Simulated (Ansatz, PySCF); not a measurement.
Conformers of C4H4N2 (SMILES N#CCCC#N), B3LYP-D3(BJ)/def2-TZVP minima from an xTB search, which can miss the lowest.
Conformer 1 (charge 0, multiplicity 1):
```xyz
10

N      2.95344     0.08055    -0.53377
C      1.85000     0.32429    -0.32467
C      0.44190     0.60122    -0.07158
C     -0.44189    -0.60124    -0.46798
C     -1.85001    -0.32427    -0.21499
N     -2.95345    -0.08047    -0.00596
H      0.14573     1.48686    -0.63605
H      0.30860     0.83227     0.98650
H     -0.14577    -1.48686     0.09653
H     -0.30855    -0.83234    -1.52604
```

Frozen-core correlation. CBS: X⁻³ extrapolation of the correlation energy, Hartree–Fock from the larger set. MP2 and its Hartree–Fock in cc-pVQZ are density fitted. Rows in 6-31G* carry no dispersion term and start afresh at each structure (6-31G* with six Cartesian d functions).

Run with Ansatz (a quantum-chemistry and plane-wave program); PySCF for 6-31G* rows. 

Electronic energies of 2 conformers above conformer 1 (kcal/mol):

```json
[
 {"level": "PBE/def2-TZVPP", "conformer 1": "0.00", "conformer 2": "1.10"},
 {"level": "B3LYP/6-31G*", "conformer 1": "0.00", "conformer 2": "1.08"},
 {"level": "wB97M-V/def2-TZVPP", "conformer 1": "0.00", "conformer 2": "0.97"},
 {"level": "MP2/CBS(cc-pVTZ, cc-pVQZ) + ΔCCSD(T)/cc-pVTZ", "conformer 1": "0.00", "conformer 2": "0.94"}
]
```

### Question
Give Boltzmann populations at 298.15 K for each level, counting each conformer once and leaving out zero-point, thermal and symmetry terms.

### Answer

Weights exp(−E/RT) with RT = 0.5925 kcal/mol, divided by their sum:
- PBE/def2-TZVPP: 86 %, 14 %
- B3LYP/6-31G*: 86 %, 14 %
- wB97M-V/def2-TZVPP: 84 %, 16 %
- MP2/CBS(cc-pVTZ, cc-pVQZ) + ΔCCSD(T)/cc-pVTZ: 83 %, 17 %
The share of conformer 1 runs from 83 to 86 % over these levels.
